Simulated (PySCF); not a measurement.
An unknown shows these calculated signals:

1H NMR (500 MHz, computed): δ 7.28 (d, 1H), 5.10 (m, 1H), 4.90 (m, 2H), 4.89 (m, 1H), 2.95 (t, 2H), 2.13 (t, 2H), 0.55 (br s, 2H).

13C{1H} NMR (computed): δ 171.7 (C), 161.4 (CH), 97.7 (CH), 93.5 (CH), 54.1 (CH2), 50.1 (CH2).

[PySCF 2.14: GFN2-xTB geometry; σ from GIAO-PBE0/pcSseg-1; no relativistic terms; a single conformation; averaged over atoms made equivalent by symmetry, fast rotation or ring inversion; isolated molecule]

Scale: TMS for 1H (σref 31.72), 13C (σref 186.93) (reference shieldings calculated alike).

Which of these does the molecule contain: a Si–H bond, an NH or NH2 group, a three-membered ring, a non-aromatic C=C double bond, an amide, a benzene ring?

## Answers


- A Si–H bond: yes (δH 4.90 (m)).
- An NH or NH2 group: yes (δH 0.55 (br s)).
- A three-membered ring: no.
- A non-aromatic C=C double bond: yes.
- An amide: no.
- A benzene ring: no.

The data belong to `NCCC1=C[SiH2]C=CO1`, C6H11NOSi; they needn't prove each group on their own.

Carbon signals by region: 2 in the far downfield region (above 160 ppm), 4 at 50–100 ppm. Above 160 ppm: 171.7, alkene carbon bearing oxygen, 161.4, alkene carbon bearing oxygen.

The OH or NH signal is concentration- and solvent-dependent in practice; the value given is the gas-phase one. Shifts are as computed. Against solution values, carbons near 30 ppm lie about +3 ppm off and those near 130 ppm about +5 ppm. Of 1211 compounds with measured shifts, 218 miss one by over three times the rms of a fit or turn the order of signals round; such compounds aren't used in these exercises. Multiplicities follow the n + 1 count of equivalent neighbours, as no J values were calculated; m marks all less simple cases, F and P coupling included.
